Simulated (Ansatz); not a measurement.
Bonds to the group Y in Y-SnCl3. Isolated molecules, 0 K electronic values unless said otherwise. Each species was relaxed from one start; no search for lower structures was made at this level. In the def2 sets, heavy atoms carry core potentials. Strings in code marks are SMILES.

These are PBE-D3(BJ)/def2-TZVP // PBE0-D3(BJ)/def2-SVP (Ansatz, a quantum-chemistry and plane-wave program) values and carry that method's errors. 

| species | HOMO–LUMO gap (eV) | LUMO (eV) | dipole moment (D) | vertical ionisation energy (Delta-SCF) (eV) |
|---|---|---|---|---|
| Y = methyl | 4.59 | -3.15 | ? | ? |
| Y = ethyl (`C[CH2][Sn]([Cl])([Cl])[Cl]`) | 4.42 | -3.09 | ? | 9.95 |
| Y = n-butyl | 4.37 | -3.04 | – | 9.67 |
| Y = vinyl | 4.57 | -3.17 | ? | 10.22 |
| Y = trifluoromethyl (`F[C](F)(F)[Sn]([Cl])([Cl])[Cl]`) | 4.22 | -3.80 | 0.86 | 10.56 |
| Y = 2,2,2-trifluoroethyl (`FC(F)(F)[CH2][Sn]([Cl])([Cl])[Cl]`) | 4.48 | -3.51 | 2.27 | ? |

### Question
Complete the blanks.

### Answer

- Y = methyl, dipole moment (D): 3.41
- Y = methyl, vertical ionisation energy (Delta-SCF) (eV): 10.33
- Y = ethyl (`C[CH2][Sn]([Cl])([Cl])[Cl]`), dipole moment (D): 3.87
- Y = vinyl, dipole moment (D): 3.59
- Y = 2,2,2-trifluoroethyl (`FC(F)(F)[CH2][Sn]([Cl])([Cl])[Cl]`), vertical ionisation energy (Delta-SCF) (eV): 10.54
